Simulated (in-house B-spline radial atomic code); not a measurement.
Values are calculated unless marked as measured or tabulated.
Mg in an electron gas of r_s = 3.6: phase shifts, screening and friction

A nucleus sits in a uniform electron gas with a rigid positive background. The Kohn-Sham equations are solved self-consistently in the spin-unpolarised LDA (PW92), non-relativistic, on B-splines with outgoing waves at the boundary and partial waves to l = 8. The model has no lattice, no bands and no magnetic solution. Atomic units; δ_l are the phase shifts at the Fermi level, counted so that each bound state adds π, and good to about 0.0005.

The density parameter is r_s = 3.6 bohr.

```json
{"l": "0", "δ_l (rad)": "7.1157"}
{"l": "1", "δ_l (rad)": "3.8400"}
{"l": "2", "δ_l (rad)": "0.0447"}
{"l": "3", "δ_l (rad)": "-0.0012"}
{"l": "4", "δ_l (rad)": "-0.0001"}
{"l": "5", "δ_l (rad)": "0.0000"}
{"l": "6", "δ_l (rad)": "0.0000"}
{"l": "7", "δ_l (rad)": "0.0000"}
{"l": "8", "δ_l (rad)": "0.0000"}
```

Bound levels below the band bottom (hartree): s -45.73, s -2.672, p -1.486, s -0.01042.

Check the Friedel sum rule, and say where the screening charge sits.

k_F = (9π/4)^(1/3)/r_s = 0.53310. The rule is Z = (2/π) Σ (2l + 1) δ_l. The terms are s 4.530, p 7.334, d 0.142, f -0.005 and -0.001 beyond, in all 12.000 against Z = 12. Bound states hold 6 s, 6 p, 0 d electrons, so the scattering states carry 0.00 in all; where a term is smaller than its bound count, the bound level has drawn weight out of the band.

Find the transport cross section and the electronic stopping of a 1 keV Mg ion (mass 24.3 u).

σ_tr = (4π/k_F²) Σ (l + 1) sin²(δ_l − δ_(l+1)). The terms for l = 0 to 3 are 0.0179, 0.7397, 0.0063, 0.0000, all together 0.7639, so σ_tr = 44.217 × 0.7639 = 33.776 bohr². With n = 3/(4π r_s³) = 0.005117, the friction coefficient is Q = n k_F σ_tr = 0.0921. For v well below v_F = 0.533, dE/dx = Q v; with 24801 eV per u at v = 1, v = √(1000/(24801 × 24.3)) = 0.0407, so dE/dx = 0.00375 hartree/bohr = 1.93 eV/nm. The largest term couples the p and d waves.
